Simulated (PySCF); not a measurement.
In(PH2)3 (H6InP3), SMILES [PH2][In]([PH2])[PH2]. The structure is a stationary point at B3LYP-D3(BJ)/def2-SVP. The def2 effective core potentials stand for the cores of In; spin–orbit coupling is left out. One conformer was computed; it need not be the lowest.

Give the equilibrium geometry at B3LYP-D3(BJ)/def2-SVP (PySCF confirms it by a frequency run) as a Z-matrix, and its point group. (Estimate from the structure and the level; the computed values follow.)

Several could match; the one computed here: point group Cs.
```
In
P 1 2.5493
H 2 1.4306 1 93.10
H 2 1.4307 3 93.84 1 -93.00
P 1 2.5493 2 119.92 3 48.63
H 5 1.4306 1 93.10 2 -48.63
H 5 1.4307 6 93.84 1 93.00
P 1 2.5504 2 119.96 3 -135.94
H 8 1.4308 1 92.83 2 -40.71
H 8 1.4308 9 93.84 1 93.04
```
